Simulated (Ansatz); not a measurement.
`OB(O)F` + HBr → `OB(F)Br` + H₂O at 298.15 K and 1 bar (ligand exchange at a B–O bond).

Isolated molecules relaxed with PBE0-D4/def2-TZVP in Ansatz; ΔE leaves out vibrations. CCSD(T)/CBS is the MP2 limit (def2-TZVPP, def2-QZVPP) plus CCSD(T) − MP2 in def2-TZVPP, frozen cores. This one scheme is used for every species. For Br outer-core shells are correlated without core-valence functions, which leaves a few kJ/mol of doubt a bond. Scalar relativity is left out up to krypton. One conformer a species, not always the lowest.

```json
{"species": "`OB(O)F`", "CCSD(T)/CBS energy (Eh)": "-276.31625", "H − E (kJ/mol)": "110.5", "S (J/(mol·K))": "275.7"}
{"species": "HBr", "CCSD(T)/CBS energy (Eh)": "-2573.91920", "H − E (kJ/mol)": "24.6", "S (J/(mol·K))": "198.6"}
{"species": "`OB(F)Br`", "CCSD(T)/CBS energy (Eh)": "-2773.83630", "H − E (kJ/mol)": "73.3", "S (J/(mol·K))": "295.9"}
{"species": "H₂O", "CCSD(T)/CBS energy (Eh)": "-76.37941", "H − E (kJ/mol)": "66.4", "S (J/(mol·K))": "188.7"}
```

H − E and S are ideal-gas, rigid-rotor, harmonic terms from PBE0-D4/def2-TZVP, for one conformer and one mirror image of each species. 1 Eh = 2625.50 kJ/mol, R = 8.31446 J/(mol·K).

**Question.** By hand: ΔE, ΔH, ΔS and ΔG.

**Answer.** ΔE = (-2773.83630) + (-76.37941) − (-276.31625) − (-2573.91920) = 0.01974 Eh = 51.8 kJ/mol. Δ(H − E) = 73.3 + 66.4 − 110.5 − 24.6 = 4.6, so ΔH = 56.4 kJ/mol. ΔS = 295.9 + 188.7 − 275.7 − 198.6 = 10.3 J/(mol·K). ΔG = 56.4 − 298.15 × (10.3)/1000 = 53.3 kJ/mol.

**Question.** By hand: the equilibrium constant, and the temperature at which ΔG would vanish if ΔH and ΔS stayed fixed.

**Answer.** log₁₀ K = −ΔG/(RT ln 10) = -9.3. ΔG = 0 at ΔH/ΔS = 5476 K, far beyond where these terms or the molecules hold.

The number of gas molecules stays the same, so ΔS is small and ΔH decides. A doubt of 5 kJ/mol in ΔE shifts log₁₀ K by 0.9 here. Other conformers and mirror images would add mixing entropy, several J/(mol·K) or more a flexible species. These are equilibria of isolated gas molecules and say nothing of rates. Largest T1 diagnostic: 0.012 (customary marks: 0.02 for closed shells, 0.045 for open ones).
